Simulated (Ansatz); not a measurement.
Compare A (`NC(F)([SiH3])S`) with its isomer B (`CS[SiH](N)F`).

Calculated with Ansatz (gas phase, PBE0-D4/def2-TZVP geometries, no zero-point term in ΔE). CCSD(T)/CBS is the MP2 limit (def2-TZVPP, def2-QZVPP) plus CCSD(T) − MP2 in def2-TZVPP, frozen cores. Functionals use def2-TZVPP. B3LYP here is the variant with VWN-RPA as its local correlation; programs differ in this. Each species was taken in one conformer, which may not be the lowest.

Question: Which is lower in electronic energy at CCSD(T)/CBS, and by how much? (Estimate.)

Answer: Computed: B, by 411.7 kJ/mol.

Question: Give E(B) − E(A) in kJ/mol with PBE0-D4, HF/def2-TZVPP, CCSD(T)/def2-TZVPP, B3LYP-D4, PBE-D4, r2SCAN-D4, CCSD/def2-TZVPP. (An estimate is asked.)

Answer: Ansatz gave: PBE0-D4 -394.8, HF/def2-TZVPP -424.1, CCSD(T)/def2-TZVPP -402.2, B3LYP-D4 -397.4, PBE-D4 -378.2, r2SCAN-D4 -401.8, CCSD/def2-TZVPP -407.5. None reverses the order clearly.

Largest T1 diagnostic: 0.013.

In def2-TZVPP, CCSD(T) changes the Hartree–Fock value by +21.9 kJ/mol (the triples alone add +5.3 kJ/mol) and MP2 by +4.4 kJ/mol. From PBE to PBE0 (25 % exact exchange), in def2-TZVPP and without D4, E(B) − E(A) moves by −16.4 kJ/mol.
